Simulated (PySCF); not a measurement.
C7H11OP.
Geometry (GFN2-xTB, Å), atoms numbered from 1 in this order:
```xyz
20
C7H11OP angstrom
C     -1.4251    1.0796   -0.6734
C     -0.7315   -0.2131   -0.2402
C     -0.8311   -1.2586   -1.3574
C     -1.3966   -0.7628    1.0273
C      0.7249    0.0404    0.0523
O      1.1931    1.2873   -0.0953
C      2.4926    1.3650    0.1970
C      3.0721    0.2012    0.5763
P      1.8936   -1.1140    0.5689
H     -2.4746    0.8839   -0.8815
H     -1.3615    1.8309    0.1102
H     -0.9626    1.4812   -1.5719
H     -0.3519   -0.8957   -2.2643
H     -0.3380   -2.1790   -1.0511
H     -1.8738   -1.4757   -1.5771
H     -2.4473   -0.9722    0.8405
H     -1.3241   -0.0426    1.8396
H     -0.9048   -1.6830    1.3363
H      2.9345    2.3412    0.0998
H      4.1069    0.0967    0.8440
```

NICS is the negative of the GIAO shielding at a point without a nucleus: at the ring centre (0) and 1 Å above and below it (1); zz is the component along the ring normal. Level: GIAO PBE0/pcSseg-1 (PySCF, non-relativistic, gas phase) on the GFN2-xTB geometry, one conformer.

Ring bond lengths (Å), with Mayer bond orders in brackets: C5–O6 1.340 (1.07), O6–C7 1.334 (1.08), C7–C8 1.354 (1.61), C8–P9 1.766 (1.14), P9–C5 1.722 (1.53).

What do the NICS probes read (ppm)?

| ring | type | NICS(0) | NICS(1), two faces | NICS(1)zz, two faces | rms pucker (Å) | centre to ring atoms, mean (Å) |
| --- | --- | --- | --- | --- | --- | --- |
| C5–O6–C7–C8–P9 | 5-membered ring with O and P; formal bonds all aromatic | -11.3 | -10.8 / -10.8 | -25.3 / -25.3 | 0.00 | 1.27 |

What do they say, and how far can they be read as aromaticity?

- C5–O6–C7–C8–P9: mean NICS(1)zz -25.3 ppm, shielded.

How equal are the bonds by HOMA? HOMA takes Krygowski's 1993 parameters.

- C5–O6–C7–C8–P9: HOMA 0.49; the largest term is that of C5–O6, α(R − Ropt)² = 0.89.

How shielded are the nuclei of the rings and their hydrogens (means over atoms taken as equivalent)?

| atoms | environment | σ isotropic (ppm) | principal values of the symmetric part, first atom (ppm) |
| --- | --- | --- | --- |
| C5 | substituted aromatic carbon | -36.8 | -201.8, 12.3, 79.1 |
| O6 | furan-type oxygen | -21.3 | -223.0, -67.5, 226.6 |
| C7 | aromatic CH next to a ring oxygen | 37.4 | -47.0, 56.6, 102.5 |
| C8 | aromatic CH carbon | 53.8 | -55.5, 57.7, 159.2 |
| P9 | phosphorus bonded to 2 C | 207.4 | -28.8, 159.6, 491.5 |
| H19 | aromatic hydrogen | 23.79 | 19.9, 25.1, 26.3 |
| H20 | aromatic hydrogen | 24.31 | 22.9, 23.6, 26.4 |

The run took about 1.9 min of CPU time (one thread, shared machine). This is the whole shielding run at PBE0/pcSseg-1, SCF included.
